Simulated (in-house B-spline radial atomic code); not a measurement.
RPA and G0W0 for I7+, [Kr] 4d10, as one setting changes: the highest l of the empty states. Start: PBE. A dash marks a level of low quasi-particle weight. Computed with an all-electron radial atomic-structure program (B-spline basis): all electrons, scalar-relativistic (spin-free one-electron X2C), finite nucleus, each spin shell either full or empty, empty states to the listed l with an (l + 1/2)⁻⁴ tail; G0W0 by contour deformation at full frequency.

```tsv
highest l of the empty states	RPA summed (Eh)	RPA extrapolated (Eh)	G0W0 level (eV)
4	-3.1119	-3.7003	4d -151.43
5	-3.3813	-3.7565	4d -151.81
6	?	?	?
7	?	?	?
8	-3.6246	-3.7169	4d -151.82
9	-3.6476	-3.7096	4d -151.81
10	-3.662	-3.7056	4d -151.80
11	-3.6714	-3.7031	4d -151.80
```

(1) What belongs in the row for 7?

(2) What belongs in the row for 6?

Answers

(1) RPA summed (Eh): -3.5857; RPA extrapolated (Eh): -3.7316; G0W0 level (eV): 4d -151.85.

(2) RPA summed (Eh): -3.5143; RPA extrapolated (Eh): -3.7428; G0W0 level (eV): 4d -151.81.
